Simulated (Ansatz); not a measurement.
Ansatz (an electronic-structure program) input (CCSD(T)/aug-cc-pVDZ):

Ansatz 0.2 input:
```yaml
crystal:
  periodic: [false, false, false]
  atoms:
    - {symbol: B, position_ang: [0.14352207, 0.35294495, -0.14569784]}
    - {symbol: O, position_ang: [1.15747275, 0.08605064, 0.58470515]}
    - {symbol: O, position_ang: [-1.04401671, -0.47507515, -0.27401336]}
    - {symbol: H, position_ang: [0.01048392, 1.37478254, -0.87062558]}
    - {symbol: H, position_ang: [-1.63574263, -0.02731119, -0.88641955]}
basis:
  gaussian:
    orbitals: aug-cc-pVDZ
total_charge: -1
magnetization: {spin_polarized: false}
correlation: {method: ccsd_t, electrons: outside_noble_gas}
output: {forces: true}
```

Output:

```
Functional definition: HF
integrals: 0.08 GiB planned
834 factors; integrals over basis functions are off by at most 7.6e-4 eV
mean field: 0.19 GiB planned
mean field evaluation 1: about -4778.7217 eV, gradient 2.8e1 eV
mean field evaluation 2: about -4778.7227 eV, gradient 2.8e1 eV
mean field evaluation 4: about -4780.6583 eV, gradient 3.4e0 eV
mean field evaluation 8: about -4780.6997 eV, gradient 1.6e-1 eV
mean field evaluation 16: about -4780.6949 eV, gradient 8.6e-1 eV
mean field -4780.69995279 eV, -175.6874827902 hartree, gradient 2.7e-6 eV, S^2 0.000000; 0 other end points of the search recorded, 0 dependent functions left out
3 core orbitals not correlated
reference -4780.69995279 eV, -175.6874827902 hartree; 9, 9 occupied and 75, 75 virtual orbitals, 834 factors
densities: 0.46 GiB planned
second order -13.88818021 eV of doubles, -0.00000000 eV of singles
coupled cluster: 0.31 GiB planned
cycle   1  -13.66659216 eV  change    2.2e-1 eV  update   1.2e-1
cycle   2  -14.03997943 eV  change   -3.7e-1 eV  update   3.8e-2
cycle   3  -14.14866790 eV  change   -1.1e-1 eV  update   2.3e-2
cycle   4  -14.15999666 eV  change   -1.1e-2 eV  update   8.2e-3
cycle   5  -14.15142682 eV  change    8.6e-3 eV  update   4.7e-3
cycle   6  -14.15086338 eV  change    5.6e-4 eV  update   2.2e-3
cycle   7  -14.15217675 eV  change   -1.3e-3 eV  update   1.1e-3
cycle   8  -14.15211024 eV  change    6.7e-5 eV  update   5.3e-4
cycle   9  -14.15185788 eV  change    2.5e-4 eV  update   2.0e-4
cycle  10  -14.15199165 eV  change   -1.3e-4 eV  update   8.0e-5
cycle  11  -14.15194951 eV  change    4.2e-5 eV  update   3.4e-5
cycle  12  -14.15192422 eV  change    2.5e-5 eV  update   1.2e-5
cycle  13  -14.15193278 eV  change   -8.6e-6 eV  update   5.4e-6
perturbative correction -0.47446506 eV, -0.0174362695 hartree
the calculation of the forces begins
Total energy: -4795.32635064 eV, -176.2249929971 hartree
Atom 0 at     0.143522     0.352945    -0.145698 Å, force    -0.497223     0.485171    -0.584035 eV/Å
Atom 1 at     1.157473     0.086051     0.584705 Å, force     1.045412    -0.266131     0.747300 eV/Å
Atom 2 at    -1.044017    -0.475075    -0.274013 Å, force    -0.434513    -0.500093     0.078717 eV/Å
Atom 3 at     0.010484     1.374783    -0.870626 Å, force    -0.002938     0.179751    -0.116214 eV/Å
Atom 4 at    -1.635743    -0.027311    -0.886420 Å, force    -0.110737     0.101302    -0.125768 eV/Å
Dipole moment:    -0.645978     0.013315    -0.365424 e Å
```

It need not be the lowest isomer of its formula. Whether it binds its extra electron was not tested at this geometry.
